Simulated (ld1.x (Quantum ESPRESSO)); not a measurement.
Zr, TM: configuration errors across variants

ld1.x (Quantum ESPRESSO) 7.5 input, shortened:

```
&input
   title='Zr', zed=40., rel=1, dft='PZ', iswitch=3,
   config='[Kr] 4d2 5s1.5 5p0'
 /
 &inputp
   pseudotype=2, tm=.true., lloc=0,
   nlcc=.false.
 /
3
4P  2  1   6.00   0.00  2.20  2.20  0.0
4D  3  2   2.00   0.00  2.05  2.05  0.0
5S  1  0   1.50   0.00  3.05  3.05  0.0
 &test
   configts(1)='4p6 4d2 5s1.5 5p0'
 /
```

All-electron excitation energies from the reference (eV): (1) 4p6 4d2 5s2 5p0 -2.971; (2) 4p6 4d2 5s1 5p0 4.381; (3) 4p6 4d2 5s0 5p0 17.622; (4) 4p6 4d0 5s0 5p0 74.820; (5) 4p6 4d2 5s0 5p1 8.193; (6) 4p6 4d3 5s0 5p0 4.838; (7) 4p6 4d3 5s1 5p0 -1.747; (8) 4p6 4d2 5s1.5 5p0 spin -0.700; (9) 4p6 4d2 5s2 5p0 spin -3.455.

Spin tests fill each open shell by Hund’s rule, majority spin first.

1 further variants failed, have other tests or too few solved ones, and are left out.

Errors AE − PS in meV (a dash: test not solved or not reliable):

| change | (1) | (2) | (3) | (4) | (5) | (6) | (7) | (8) | (9) | bound ghosts |
| --- | --- | --- | --- | --- | --- | --- | --- | --- | --- | --- |
| base | +0.2 | -1.0 | -12 | +48 | -849 | -73 | -36 | +78 | +63 | none |
| wave 4p (bound): rc 2.20 bohr becomes 4p (bound): rc 3.06 bohr | +0.1 | -1.0 | -12 | +19 | -866 | -74 | -37 | +72 | +58 | none |
| all radii scaled by about 1.32 (s 4.02, p 2.90, d 2.70 bohr) | +1.0 | -0.9 | -33 | -133 | -877 | -21 | -6.9 | +85 | +70 | none |
| wave 5s (bound): rc 3.05 bohr becomes 5s (bound): rc 4.26 bohr | +1.3 | -1.4 | -56 | -399 | -899 | -9.5 | +4.0 | +81 | +66 | none |
| core correction a·sin(br)/r model core inside 1.24 bohr | -0.1 | -1.3 | -18 | -90 | -853 | -79 | -39 | +21 | +12 | none |
| wave 4d (bound): rc 2.05 bohr becomes 4d (bound): rc 1.44 bohr | +0.1 | -1.1 | -12 | +38 | -849 | -75 | -37 | +76 | +60 | none |

**Question.** Give the same row for: wave 4d (bound): rc 2.05 bohr becomes 4d (bound): rc 2.42 bohr.

**Answer.** +0.1, -0.9, -11, +86, -849, -68, -34, +83, +67; bound ghosts: none.
